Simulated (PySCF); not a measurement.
C5H11BF2S.
SMILES with atom numbers: `[CH3:1][S@+:2]([BH2-:3][CH:4]1[CH2:5][CH2:6]1)[CH:7]([F:8])[F:9]` (hydrogens: H10, H11, H12 on C1; H13, H14 on B3; H15 on C4; H16, H17 on C5; H18, H19 on C6; H20 on C7)

Theory: PBE0-D3(BJ)/def2-SVP geometry optimisation, gas phase (PySCF 2.14.0).

**Question.** Give the optimised bond lengths and angles.

**Answer.** 
```csv
bond,length (bohr)
C1–S2,3.402
S2–B3,3.761
B3–C4,2.997
C4–C5,2.852
C5–C6,2.823
S2–C7,3.464
C7–F8,2.530
C7–F9,2.521
C4–C6,2.855
"C1–H10, C1–H11, C1–H12",2.074
B3–H13,2.315
B3–H14,2.318
C4–H15,2.074
C5–H16,2.069
C5–H17,2.067
C6–H18,2.067
C6–H19,2.067
C7–H20,2.083
```

Bonds in one row agree within 0.02 bohr and their mean is given. A selection of angles:
```csv
angle,degrees
S2–C1–H10,110.0
S2–C1–H11,105.7
H10–C1–H11,110.1
H10–C1–H12,111.3
C1–S2–B3,107.3
C1–S2–C7,99.6
B3–S2–C7,105.2
S2–B3–C4,112.2
S2–B3–H13,97.9
S2–B3–H14,99.0
C4–B3–H13,117.2
C4–B3–H14,115.3
H13–B3–H14,112.3
B3–C4–C5,121.7
B3–C4–C6,117.3
B3–C4–H15,117.7
C5–C4–C6,59.3
C5–C4–H15,114.2
C6–C4–H15,113.2
C4–C5–C6,60.4
C4–C5–H16,118.3
C4–C5–H17,118.7
C6–C5–H16,117.7
C6–C5–H17,118.2
H16–C5–H17,113.7
C5–C6–H18,118.2
C5–C6–H19,118.2
C4–C6–C5,60.3
C4–C6–H18,118.5
C4–C6–H19,117.6
H18–C6–H19,114.0
S2–C7–F8,109.4
S2–C7–F9,111.5
S2–C7–H20,107.2
F8–C7–F9,107.9
F8–C7–H20,110.6
F9–C7–H20,110.3
```

Dihedral angles: C1–S2–B3–C4 -51° (synclinal); S2–B3–C4–C5 -85° (synclinal); B3–C4–C5–C6 -105° (anticlinal); C1–S2–C7–F8 -84° (synclinal); B3–C4–C6–C5 112° (anticlinal).

B3 (four-coordinate boron) is distorted tetrahedral (angles from 97.9° to 117.2°). The 2 C–S bonds span 1.800 Å (C1–S2, drawn single) to 1.833 Å (S2–C7, drawn single), a spread of 0.033 Å. S2 (sulfur bonded to B and 2 C) is pyramidal (angles 107.3°, 105.2° and 99.6°, sum 312.0°, 0.78 Å off the plane of its three neighbours). Of the pairs four or more bonds apart, F9···H10 is among the closest relative to their van der Waals radii: 2.48 Å, 93 % of the sum of Bondi's values. The 3-membered ring C4–C5–C6 has internal angles of 59.3° to 60.4°.

Point group: C1 (no symmetry element, even within 0.4 Å). Whether it is a minimum is left open (no frequencies). One conformer, not necessarily the lowest.

The run took 4.9 min of wall time on an Arm Neoverse V2 with one thread, shared host with 96 logical CPUs at a one-minute load of 32, and the process peaked at 0.91 GiB of memory. This is the geometry optimisation.
